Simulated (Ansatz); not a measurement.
The cluster B₂O₃. The state is a singlet with charge 0. Geometry relaxed at PBE-D4/def2-SVP.

```tsv
atom	x (Å)	y (Å)	z (Å)
B1	0.377	0.225	-1.243
B2	-0.375	-0.229	1.243
O3	-0.729	-0.425	2.393
O4	0.008	-0.021	-0.001
O5	0.719	0.450	-2.391
```

The structure comes from a short search, and lower isomers may exist.

Estimate the harmonic wavenumbers at RKS PBE-D4/def2-SVP (Ansatz, unscaled). Is this a minimum?

37, 38, 454, 454, 462, 462, 667, 1308, 2103, 2156 cm⁻¹. Yes, no mode is imaginary beyond noise. Zero-point energy 48.7 kJ/mol. Run time 7 s (4 threads of Arm Neoverse V2 on a shared host).
